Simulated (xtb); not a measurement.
Input for xtb: GFN1-xTB on Na2+, 2S+1 = 2, a spin state set in the input, which need not be the lowest, a point of a bond scan (R = 3.667 Å). Charge +1.

```
$ xtb mol.xyz --gfn 1 --sp --chrg 1 --uhf 1
2

Na     0.00000000     0.00000000     0.00000000
Na     0.00000000     0.00000000     3.66659200
```

Q: Give the final energy of this run.

A: -0.1793 hartree.
